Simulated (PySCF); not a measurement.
Species: C7H11N.
SMILES with atom numbers: `[C-:1]#[N+:2][CH:3]1[CH2:4][CH2:5][CH2:6][CH2:7][CH2:8]1` (hydrogens: H9 on C3; H10, H11 on C4; H12, H13 on C5; H14, H15 on C6; H16, H17 on C7; H18, H19 on C8)

The same species was optimised twice, with GFN2-xTB and with PBE0-D3(BJ)/def2-SVP (PySCF), and the same property calculations (PySCF, gas phase) were run on both structures.

```json
{"coordinate": "N2–C3 (Å)", "GFN2-xTB": "1.403", "PBE0-D3(BJ)/def2-SVP": "1.418", "change": "+0.015"}
{"coordinate": "C1≡N2 (Å)", "GFN2-xTB": "1.163", "PBE0-D3(BJ)/def2-SVP": "1.173", "change": "+0.010"}
{"coordinate": "C3–C8 (Å)", "GFN2-xTB": "1.532", "PBE0-D3(BJ)/def2-SVP": "1.531", "change": "-0.001"}
{"coordinate": "C7–C8 (Å)", "GFN2-xTB": "1.525", "PBE0-D3(BJ)/def2-SVP": "1.524", "change": "-0.001"}
{"coordinate": "C3–C4 (Å)", "GFN2-xTB": "1.532", "PBE0-D3(BJ)/def2-SVP": "1.531", "change": "-0.001"}
{"coordinate": "C5–C6 (Å)", "GFN2-xTB": "1.526", "PBE0-D3(BJ)/def2-SVP": "1.525", "change": "-0.001"}
{"coordinate": "C4–C5 (Å)", "GFN2-xTB": "1.525", "PBE0-D3(BJ)/def2-SVP": "1.524", "change": "-0.001"}
{"coordinate": "C6–C7 (Å)", "GFN2-xTB": "1.526", "PBE0-D3(BJ)/def2-SVP": "1.525", "change": "-0.001"}
{"coordinate": "C4–C5–C6 (°)", "GFN2-xTB": "110.6", "PBE0-D3(BJ)/def2-SVP": "111.6", "change": "+1.0"}
{"coordinate": "C4–C3–C8 (°)", "GFN2-xTB": "110.3", "PBE0-D3(BJ)/def2-SVP": "111.3", "change": "+1.0"}
{"coordinate": "C6–C7–C8 (°)", "GFN2-xTB": "110.6", "PBE0-D3(BJ)/def2-SVP": "111.6", "change": "+1.0"}
{"coordinate": "C3–C4–C5 (°)", "GFN2-xTB": "109.9", "PBE0-D3(BJ)/def2-SVP": "110.8", "change": "+0.9"}
{"coordinate": "N2–C3–C4 (°)", "GFN2-xTB": "110.0", "PBE0-D3(BJ)/def2-SVP": "110.8", "change": "+0.8"}
{"coordinate": "C3–C8–C7 (°)", "GFN2-xTB": "110.1", "PBE0-D3(BJ)/def2-SVP": "110.9", "change": "+0.8"}
{"coordinate": "N2–C3–C8 (°)", "GFN2-xTB": "110.0", "PBE0-D3(BJ)/def2-SVP": "110.7", "change": "+0.7"}
{"coordinate": "C5–C6–C7 (°)", "GFN2-xTB": "110.6", "PBE0-D3(BJ)/def2-SVP": "111.2", "change": "+0.6"}
```

Rotational constants: A = 4302, B = 1497, C = 1198 MHz (GFN2-xTB) against A = 4277, B = 1474, C = 1179 MHz (PBE0-D3(BJ)/def2-SVP). Point groups within 0.08 Å: Cs and Cs.

On the GFN2-xTB structure: HOMO (eV) -8.39 [PBE0/pcSseg-1]; LUMO (eV) 0.89 [PBE0/pcSseg-1]; dipole (D) 4.21 [PBE0/pcSseg-1]; GIAO shielding of C1 (ppm) 7.5 [PBE0/pcSseg-1]; GIAO shielding of N2 (ppm) 60.6 [PBE0/pcSseg-1]; GIAO shielding of C3 (ppm) 136.5 [PBE0/pcSseg-1]; GIAO shielding of C4/C8 (mean) (ppm) 147.6 [PBE0/pcSseg-1]; GIAO shielding of C5/C7 (mean) (ppm) 158.1 [PBE0/pcSseg-1]; GIAO shielding of C6 (ppm) 157.8 [PBE0/pcSseg-1].

Question: What do these properties become on the PBE0-D3(BJ)/def2-SVP structure?

Answer: 
| property | level | on GFN2-xTB | on PBE0-D3(BJ)/def2-SVP | change |
| --- | --- | --- | --- | --- |
| HOMO (eV) | PBE0/pcSseg-1 | -8.39 | -8.45 | -0.06 |
| LUMO (eV) | PBE0/pcSseg-1 | 0.89 | 0.83 | -0.06 |
| dipole (D) | PBE0/pcSseg-1 | 4.21 | 4.22 | +0.01 |
| energy, GFN2-xTB geometry as zero (kcal/mol) | PBE0/pcSseg-1 | 0.0 | -0.7 | -0.7 |
| GIAO shielding of C1 (ppm) | PBE0/pcSseg-1 | 7.5 | 4.9 | -2.6 |
| GIAO shielding of N2 (ppm) | PBE0/pcSseg-1 | 60.6 | 58.1 | -2.5 |
| GIAO shielding of C3 (ppm) | PBE0/pcSseg-1 | 136.5 | 133.9 | -2.6 |
| GIAO shielding of C4/C8 (mean) (ppm) | PBE0/pcSseg-1 | 147.6 | 147.7 | +0.1 |
| GIAO shielding of C5/C7 (mean) (ppm) | PBE0/pcSseg-1 | 158.1 | 157.5 | -0.6 |
| GIAO shielding of C6 (ppm) | PBE0/pcSseg-1 | 157.8 | 157.4 | -0.4 |

The heavy atoms differ by 0.019 Å rms after alignment. Among bonds between heavy atoms N2–C3 changes most (+0.015 Å). Changes are differences of the printed values. Neither structure is proved a minimum here.
